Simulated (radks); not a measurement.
The numbers below are computed, except where a source is named.
Mo+, 41 electrons, occupied as [Kr] 4d5.

Code: a radial shooting solver on a logarithmic mesh with Libxc functionals. Model: scalar-relativistic Kohn-Sham, RPBE, spin-unpolarised, spherical densities, finite nucleus; Fermi nuclear charge, rms radius 4.4091 fm.

Energy parts (hartree):
| part | energy |
|---|---|
| total | -4048.59230 |
| kinetic | 4174.34073 |
| electron-nucleus | -9746.75771 |
| Hartree | 1647.44118 |
| exchange-correlation | -123.61650 |

Orbitals (lengths in bohr, moments of r in powers of bohr; r(max) is where P^2 peaks):
\begin{tabular}{lrrr}
orbital & occ. & eigenvalue (hartree) & r(max) \\ \hline
1s & 2 & -728.7420 & 0.02287 \\
2s & 2 & -103.1322 & 0.1296 \\
2p & 6 & -92.21056 & 0.1036 \\
3s & 2 & -17.75985 & 0.3836 \\
3p & 6 & -14.18052 & 0.3772 \\
3d & 10 & -8.36192 & 0.3227 \\
4s & 2 & -2.61031 & 0.9904 \\
4p & 6 & -1.66190 & 1.074 \\
4d & 5 & -0.37955 & 1.380 \\
\end{tabular}

The highest occupied level is 4d at -10.328 eV. Summed over all electrons, <r^2> = 39.34 bohr^2, which gives a Langevin (diamagnetic) susceptibility term of -31.2 x 10^-6 cm^3/mol. For comparison, the ionisation energy in NIST's Atomic Spectra Database is 16.2 eV (semi-empirical). In exact Kohn-Sham theory the highest level is minus the ionisation energy, but local and semilocal functionals leave it too shallow, through self-interaction and a potential that decays too fast; potentials with the right tail come closer. The density falls to 0.001 e/bohr^3 at r = 4.00 bohr. The electron density at the nucleus is 9.273e+04 e/bohr^3 (large components only).

Beside tabulated values, note that spin-unpolarised runs miss the spin-polarisation part of the exchange energy of open shells.
